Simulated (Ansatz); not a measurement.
Mulliken charges of FGeH5OSi (`F[SiH2][O][GeH3]`) from PBE/def2-TZVPP in Ansatz (PBE0-D4/def2-TZVP geometry).

```json
{"atom": "F1", "x (Å)": "-1.925", "y (Å)": "-0.046", "z (Å)": "1.418", "charge (e)": "-0.287"}
{"atom": "Si2", "x (Å)": "-0.758", "y (Å)": "0.957", "z (Å)": "0.983", "charge (e)": "0.587"}
{"atom": "O3", "x (Å)": "0.515", "y (Å)": "0.132", "z (Å)": "0.433", "charge (e)": "-0.391"}
{"atom": "Ge4", "x (Å)": "0.859", "y (Å)": "-0.931", "z (Å)": "-0.957", "charge (e)": "0.285"}
{"atom": "H5", "x (Å)": "-0.347", "y (Å)": "1.711", "z (Å)": "2.184", "charge (e)": "-0.083"}
{"atom": "H6", "x (Å)": "-1.336", "y (Å)": "1.824", "z (Å)": "-0.073", "charge (e)": "-0.097"}
{"atom": "H7", "x (Å)": "-0.063", "y (Å)": "-0.517", "z (Å)": "-2.115", "charge (e)": "-0.006"}
{"atom": "H8", "x (Å)": "0.593", "y (Å)": "-2.373", "z (Å)": "-0.511", "charge (e)": "-0.004"}
{"atom": "H9", "x (Å)": "2.336", "y (Å)": "-0.698", "z (Å)": "-1.294", "charge (e)": "-0.004"}
```

By hand: the dipole of these point charges (1 e Å = 4.8032 D).

Σ q r = (0.298, -0.046, -0.426) e Å, of length 0.522 e Å = 2.51 D.

How does the dipole of the full density compare? (An estimate is asked.)

The calculation gave: (0.227, -0.046, -0.303) e Å, 1.83 D; the point charges give 1.37 times that, at 3° from its direction.

Point charges leave out the atoms' own dipoles, such as those of lone pairs, and Mulliken's split depends on the basis, so the two needn't agree.
